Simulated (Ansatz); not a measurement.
```yaml
crystal:
  periodic: [false, false, false]
  atoms:
    - {symbol: C, position_ang: [-0.343690, 0.917430, -1.371712]}
    - {symbol: B, position_ang: [-0.597243, 0.383532, 0.266100]}
    - {symbol: In, position_ang: [0.710627, -1.408142, 1.456573]}
    - {symbol: H, position_ang: [-1.372525, 1.273576, -1.934332]}
    - {symbol: H, position_ang: [0.318102, 1.953644, -1.233367]}
    - {symbol: H, position_ang: [0.299087, 0.186950, -2.109778]}
    - {symbol: H, position_ang: [-1.534730, 1.039987, 0.977840]}
    - {symbol: H, position_ang: [0.142501, -3.265956, 1.545747]}
    - {symbol: H, position_ang: [2.377871, -1.081033, 2.402917]}
basis:
  gaussian: {orbitals: def2-TZVP}
hamiltonian: {xc: {name: SPW92}}
output: {forces: true}
```

```sh
$ ansatz run in.yaml --threads 2 --pin off --events-out ev --progress --plain --max-ram 4352MiB
```

It prints (some lines left out):

```
Functional definition: SPW92
1001 factors; their error is unknown
mean field evaluation 1: about -6945.7857 eV, gradient 5.8e1 eV
mean field evaluation 2: about -6895.4457 eV, gradient 1.2e2 eV
mean field evaluation 4: about -6953.7450 eV, gradient 1.3e1 eV
mean field evaluation 8: about -6954.4265 eV, gradient 2.9e-1 eV
mean field evaluation 16: about -6954.4072 eV, gradient 1.9e-3 eV
mean field -6954.40718984 eV, -255.5697503602 hartree, gradient 2.1e-5 eV, S^2 0.000000; 0 other end points of the search recorded, 0 dependent functions left out
reference -6954.40724905 eV, -255.5697525361 hartree; 19, 19 occupied and 129, 129 virtual orbitals, 1001 factors
Total energy: -6954.40724905 eV, -255.5697525361 hartree
Atom 0 at    -0.343690     0.917430    -1.371712 Å, force     0.190207     0.383577     0.405601 eV/Å
Atom 1 at    -0.597243     0.383532     0.266100 Å, force    -0.221615     0.930049    -1.242837 eV/Å
Atom 2 at     0.710627    -1.408142     1.456573 Å, force     0.030466    -0.033826    -0.017657 eV/Å
Atom 3 at    -1.372525     1.273576    -1.934332 Å, force     2.317239    -0.844828     1.345836 eV/Å
Atom 4 at     0.318102     1.953644    -1.233367 Å, force    -1.441564    -2.271390    -0.286244 eV/Å
Atom 5 at     0.299087     0.186950    -2.109778 Å, force    -1.499331     1.660170     1.775510 eV/Å
Atom 6 at    -1.534730     1.039987     0.977840 Å, force     1.520162    -1.067403    -1.149718 eV/Å
Atom 7 at     0.142501    -3.265956     1.545747 Å, force     0.427182     1.476589    -0.080053 eV/Å
Atom 8 at     2.377871    -1.081033     2.402917 Å, force    -1.322745    -0.232940    -0.750439 eV/Å
Dipole moment:    -0.109571     0.249748    -0.243466 e Å
```

It took 1.2 s on 2 threads of an Arm Neoverse V2 on a shared host, with 0.15 GiB of host memory at the peak.
